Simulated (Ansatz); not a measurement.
`CC[SiH2]O` → H• + `CC[SiH]O`•  (homolysis of the H–Si bond)

Gas-phase electronic energies from Ansatz, PBE0-D4/def2-TZVP geometries. CCSD(T)/CBS is the MP2 limit (def2-TZVPP, def2-QZVPP) plus CCSD(T) − MP2 in def2-TZVPP, frozen cores. This one scheme is used for every species, atoms too. Open shells (•) are unrestricted, without spin–orbit coupling. One conformer a species, not always the lowest.

```json
{"species": "`CC[SiH2]O`", "SCS-MP2/def2-TZVPP energy (Eh)": "-445.05202"}
{"species": "H•", "SCS-MP2/def2-TZVPP energy (Eh)": "-0.49981"}
{"species": "`CC[SiH]O`•", "SCS-MP2/def2-TZVPP energy (Eh)": "-444.39620"}
```

(1) Work out ΔE.

Largest T1 diagnostic among the species: 0.012.

## Answers

(1) ΔE = (-0.49981) + (-444.39620) − (-445.05202) = 0.15601 Eh = +409.6 kJ/mol. CCSD(T)/CBS gives +413.1 kJ/mol.

Leaving LDA and LC-ωPBE aside and taking each functional with its dispersion term where it has one, the values, not all of them listed here, spread over 35.3 kJ/mol, from revPBE-D4 to ωB97M-V. LDA lies +39.0 kJ/mol from PBE without D4, its usual overbinding. In def2-TZVPP, CCSD(T) changes the Hartree–Fock value by +79.4 kJ/mol (the triples alone add +0.0 kJ/mol) and MP2 by +69.5 kJ/mol; breaking electron pairs costs correlation energy, which Hartree–Fock lacks. At CCSD(T), def2-SVP lies −18.2 kJ/mol from the extrapolated value and def2-TZVPP −6.3 kJ/mol: correlation converges slowly with the basis, and small sets miss more of it in the bonded molecule than in its fragments.
